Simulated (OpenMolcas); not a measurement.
**neutral silicon: effect of the active space**

| Item | Value |
| --- | --- |
| Program | OpenMolcas |
| Method | CASSCF |
| Basis | ANO-RCC-MB |
| Scalar Hamiltonian | DKH2, point nucleus |
| Spin-orbit coupling | RASSI with atomic mean-field integrals over the reference wave functions, term energies averaged over their components |

A. 2 electrons in 3 orbitals (3p); 2S+1 = 3 even, 3 roots; 2S+1 = 1 even, 6 roots; cost of the order of 1.6 core-seconds
B. 4 electrons in 4 orbitals (3s 3p); 2S+1 = 3 even, 3 roots; 2S+1 = 1 even, 6 roots; 2S+1 = 5 odd, 1 root; 2S+1 = 3 odd, 8 roots; cost roughly 8 core-seconds

Energies in cm⁻¹ above 3s² 3p² ³P₀, the measured ground level; measured values from NIST Handbook of Basic Atomic Spectroscopic Data.

| Level | A | B | Measured |
| --- | --- | --- | --- |
| 3s² 3p² ³P₀ | 0.0 | 0.0 | 0.0 |
| 3s² 3p² ³P₁ | 75.4 | 73.3 | 77.1 |
| 3s² 3p² ³P₂ | 221 | 213 | 223 |
| 3s² 3p² ¹D₂ | 9400 | 9395 | 6299 |
| 3s² 3p² ¹S₀ | 23273 | 16358 | 15394 |

Deviations, from unrounded energies. A percentage is the sum of absolute deviations over the sum of measured energies, with the sign that they share, or ± where signs differ.

```tsv
Against measurement	Levels	A	B
mean absolute deviation (cm-1)	4	2700	1000
fine structure of the ground term (%)	2	-1.3	-4.5
other terms of the ground configuration (%)	2	+50.6	+18.7
```

B lies closest to measurement on these levels. The largest miss of B in the table is 3s² 3p² ¹D₂, by +3100 cm-1. The ranking rests on the paired levels alone, and a cruder setting can come out closer through cancelling errors.

Between A and B the level of the table that moves most is 3s² 3p² ¹S₀, by 6900 cm-1 (lowest in B, highest in A).

Without dynamic correlation excited terms often stand tens of per cent too high (terms of higher spin than the ground term too low), and those without a measured partner can miss by more than the paired ones. With the s shell closed, the reference lacks s² → p² mixing (holds for A). Measured partners are found by configuration, term and J. A level has none where our copy of the source lacks it or the pairing is in doubt (some pairs that miss far off the trend of their configuration count as doubtful), and it then counts in no deviation. Levels of configurations outside the active space are missing. The table leaves out levels that lie high or whose names do not pair safely across all columns.
